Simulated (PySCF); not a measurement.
# Polarisability of `C=C(C#N)S(=O)(=O)[O-]`

C₃H₂NO₃S (charge -1).
Cartesian coordinates in Å at the GFN2-xTB level; atoms count from 1:
```xyz
10
C3H2NO3S angstrom
C     -1.4482   -0.0271    0.4633
C     -0.2873    0.3649   -0.0309
C      0.0613    1.6033   -0.5414
N      0.3844    2.6219   -0.9740
S      1.0958   -0.8579   -0.0693
O      0.5001   -2.0689    0.4813
O      1.4389   -0.9467   -1.4796
O      2.1079   -0.2485    0.7789
H     -1.5203   -1.0432    0.8147
H     -2.3238    0.6068    0.5341
```

Level: PBE0/def2-SVPD (PySCF), static field, nuclei fixed, core orbitals frozen in the response. The polarisability tensor in these axes (au):

```
x   81.68  1.58 -8.11
y    1.58 85.57 -9.59
z   -8.11 -9.59 63.23
```

Problem. Diagonalise the tensor; give its mean and Δα, where Δα² is half the sum of the squared differences of the eigenvalues.

Solution. Principal values 57.56, 81.53 and 91.39 au; mean 76.83 au = 11.38 Å³ = 12.67 × 10⁻⁴⁰ C²·m²/J; Δα = 30.13 au (39 % of the mean).

Problem. Give the principal axes and the span of the nuclei along them.

Solution. Largest value along (0.46, 0.79, -0.40), where the nuclei span 4.50 Å; middle along (0.84, -0.54, -0.09), 4.17 Å; least along (0.29, 0.30, 0.91), 2.46 Å. The response follows the extents in order.

Problem. What depolarisation ratio follows for Rayleigh scattering of linearly polarised light, taking the static tensor?

Solution. ρ = 3Δα²/(45ᾱ² + 4Δα²) = 2723.5/(265607 + 3631.3) = 0.0101.

Problem. Form Σ f/ω² (atomic units) for the 6 lowest TDDFT singlets, given as eV and f, and set it beside the mean polarisability, which is this sum over all singlets: 3.92, 0.0004; 4.72, 0.0024; 5.13, 0.0003; 5.20, 0.0717; 5.80, 0.0014; 6.19, 0.0013.

Solution. They add up to 2.12 au, 2.8 % of the 76.83 au; the largest single term is 1.96 au, from the state at 5.20 eV. Terms in order: 0.02, 0.08, 0.01, 1.96, 0.03, 0.03 au. Higher excitations give the rest. The strengths listed sum to 0.077.

Problem. Give the eigenvalues of the traceless quadrupole moment Θ = ½Σq(3rr − r²1), origin at the centre of nuclear charge.

Solution. -17.37, 4.89, 12.48 D·Å. The values depend on the origin, since the species is charged. The electronic extent ⟨r²⟩ about the same centre is 948 bohr², a root-mean-square distance of 1.98 Å for the 68 electrons.

Isolated species at its GFN2-xTB geometry, gas phase.
